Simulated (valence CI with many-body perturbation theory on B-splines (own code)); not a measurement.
**Bi LXXVIII in brief**

Level of theory: relativistic CI+MBPT: four valence electrons over a frozen Dirac-Fock core [He], a basis of 11 s, 11 p, 10 d, 8 f, 5 g, 2 h functions for each j, with the one-electron correlation potential Σ1, the two-electron term Σ2, the three-electron term Σ3, Breit, model QED; selected CI, second order for the rest, scaled by the run's own slope (own B-spline code, finite nucleus).

No measured spectrum was set against this ion. As an estimate, large intervals hold to a few tenths of a per cent, small ones and those within an open d or f shell to about a per cent. Among the levels kept, up to 1100 cm⁻¹ of a level comes from second order outside the variational space, and about a tenth of that is noise between levels of different J, which matters for small intervals.

Levels are named by their leading jj configuration (3d3/2^4 stands for four electrons in 3d with j = 3/2), which in mixed levels can hold well under half, so a name can repeat and another be missing.

Rates and lifetimes use the calculated energies. Strong lines usually hold to 10 to 20 %, long lifetimes can be off by a factor of two.

Question: What is the ground level?

Answer: (2s^2 2p1/2^2) J=0, composition 68 % 2s²2p² ³P + 32 % 2s²2p² ¹S.

Question: Among levels below 19711 eV, which E1 lines absorb most strongly from the ground level?

Answer: to (2s^2 2p1/2 3d3/2) J=1 at 0.08459 nm, f = 1.05; to (2s 2p1/2^2 2p3/2) J=1 at 0.4288 nm, f = 0.329; to (2s 2p1/2^2 3p1/2) J=1 at 0.08755 nm, f = 0.301.

Question: Where does the other parity begin?

Answer: At (2s 2p1/2^2 2p3/2) J=2, 2789 eV.

Question: What is the ionisation energy?

Answer: 24155 eV; NIST lists 24150 ± 120 eV (theoretical).

Question: How well does LS coupling describe the low levels?

Answer: Among the lowest 20 levels the leading LS term, summed over configurations, holds 67 % on average. For single configurations the figures are 67 % in LS and 100 % in jj coupling. Terms mix most in the J = 1 level at 2892 eV, where the leading one holds 32 %.
